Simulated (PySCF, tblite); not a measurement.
C6H3FO2S.
Numbering: `[O:1]=[CH:2][c:3]1[cH:4][s:5][c:6]([C:7](=[O:8])[F:9])[cH:10]1` (hydrogens: H11 on C2; H12 on C4; H13 on C10)

Structure used (GFN2-xTB), in Å, numbered top down from 1:
```xyz
13
C6H3FO2S angstrom
O     -2.9311    1.5355   -0.8746
C     -2.1104    1.2522   -0.0425
C     -0.9008    0.4646   -0.2900
C     -0.5685   -0.0480   -1.5280
S      0.8850   -0.9166   -1.5238
C      1.0944   -0.6104    0.1763
C      2.2347   -1.1047    0.9125
O      2.4971   -0.9679    2.0594
F      3.0794   -1.8170    0.1051
C      0.0617    0.1366    0.6876
H     -2.2137    1.5793    1.0090
H     -1.1407    0.0663   -2.4290
H      0.0084    0.4309    1.7204
```

Method: B3LYP/def2-SVPD in PySCF (dipole) on a GFN2-xTB geometry, gas phase.

Take the most abundant isotopes and a rigid rotor. The values belong to one conformer with, in the numbering `[O:1]=[CH:2][c:3]1[cH:4][s:5][c:6]([C:7](=[O:8])[F:9])[cH:10]1`, O1–C2–C3–C4 0°, S5–C6–C7–O8 180°.

Task: What are A, B and C (cm⁻¹)?

Result: Ia = 176.56, Ib = 751.93, Ic = 928.49 u·Å²; 505379 MHz·u·Å²/I gives 2862, 672.1 and 544.3 MHz, that is A = 0.09548, B = 0.02242, C = 0.01816 cm⁻¹.

Task: What kind of rotor is it?

Result: An asymmetric top: κ = (2 × 672.1 − 2862 − 544.3)/(2862 − 544.3) = -0.89.

Task: What does the inertial defect say?

Result: Planar: Δ = Ic − Ia − Ib = 0.00 u·Å². For a rigid frame Δ = −2 Σ m c², so it vanishes when all atoms lie in the ab plane; here none is more than 0.01 Å from it.

Task: Where do the levels up to J = 4 lie, in cm⁻¹?

Result: Above 0(0,0):
J = 1: 1(0,1) 0.0406, 1(1,1) 0.1136, 1(1,0) 0.1179
J = 2: 2(0,2) 0.1215, 2(1,2) 0.1905, 2(1,1) 0.2033, 2(2,1) 0.4225, 2(2,0) 0.4227
J = 3: 3(0,3) 0.2425, 3(1,3) 0.3057, 3(1,2) 0.3313, 3(2,2) 0.5442, 3(2,1) 0.5451, 3(3,1) 0.9203, 3(3,0) 0.9203
J = 4: 4(0,4) 0.4031, 4(1,4) 0.4592, 4(1,3) 0.5018, 4(2,3) 0.7064, 4(2,2) 0.7091, 4(3,2) 1.0829, 4(3,1) 1.0830, 4(4,1) 1.6089, 4(4,0) 1.6089

Task: Which types of transition are allowed, and where do some lines up to J = 2 fall?

Result: The dipole components are |μa| = 0.76 D, |μb| = 0.93 D, |μc| = 0.00 D; the mirror of this Cs structure is the ab plane, so μc vanishes by symmetry (the 0.01 D computed is a residue) and there are no c-type lines. The squared components, which scale the intensities, stand as 0.67 : 1.00 (a : b). Some lines, for components of 0.1 D or more:

| type | branch | J(Ka,Kc) | MHz | lower level (cm⁻¹) |
| --- | --- | --- | --- | --- |
| a | Q | 2(1,1) ← 2(1,2) | 383 | 0.191 |
| a | R | 1(0,1) ← 0(0,0) | 1216 | 0.000 |
| a | R | 2(1,2) ← 1(1,1) | 2305 | 0.114 |
| b | Q | 1(1,0) ← 1(0,1) | 2318 | 0.041 |
| a | R | 2(0,2) ← 1(0,1) | 2427 | 0.041 |
| b | Q | 2(1,1) ← 2(0,2) | 2451 | 0.122 |
| a | R | 2(1,1) ← 1(1,0) | 2561 | 0.118 |
| b | R | 1(1,1) ← 0(0,0) | 3407 | 0.000 |
| b | R | 2(1,2) ← 1(0,1) | 4495 | 0.041 |
| b | Q | 2(2,0) ← 2(1,1) | 6576 | 0.203 |
| b | Q | 2(2,1) ← 2(1,2) | 6954 | 0.191 |
| b | R | 2(2,1) ← 1(1,0) | 9131 | 0.118 |
| b | R | 2(2,0) ← 1(1,1) | 9265 | 0.114 |

Its GFN2-xTB frequencies are all real (lowest 60 cm⁻¹). Zero-point vibration and centrifugal distortion are left out.
